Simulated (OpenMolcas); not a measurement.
## N2+, P2+, As2+: ns2 np down the group

```yaml
Program: OpenMolcas 26.06
Method: RASSCF
Basis: ANO-R3
Scalar_Hamiltonian: X2C, finite nucleus
Spin-orbit_coupling: state interaction with AMFI integrals over the reference wave functions, term energies averaged over their components
```

Active space for each ion: 3 electrons in 9 orbitals (RAS2 s p; RAS3 d, at most 2 electrons).

Computed levels in cm-1 above 2P* 1/2:

```csv
Level,N2+,P2+,As2+
2P* 3/2,162,498,2601
weight of 2P* in the lowest level (%),100,100,100
```

Measured, with the error of the calculation in %. Measured levels: N2+ from Moore, Selected Tables of Atomic Spectra, NSRDS-NBS 3, section 5; P2+ from Martin, Zalubas and Musgrove, J. Phys. Chem. Ref. Data 14, 751 (1985); As2+ from Moore, Atomic Energy Levels, vol. II, NSRDS-NBS 35 (1971 reprint of NBS Circular 467, 1952).

```csv
Level,N2+,P2+,As2+
2P* 3/2,174 (-7.2),559 (-10.9),2940 (-11.5)
```

The fine-structure level 2P* 3/2 changes by a factor of 16.1 from N2+ to As2+.

Active for correlation alone: 3d; no level in the range computed is led by a configuration that fills it, so any true level of that kind is missing (holds for N2+; P2+). Active for correlation alone: 4d; no level in the range computed is led by a configuration that fills it, so any true level of that kind is missing (holds for As2+). Computed and measured levels are paired by configuration, term and J; levels that our copy of the source lacks, or whose pairing is in doubt (as where it misses far off the trend of its configuration), stay unpaired and out of the deviations. Only configurations of the active space appear.

* marks odd parity.
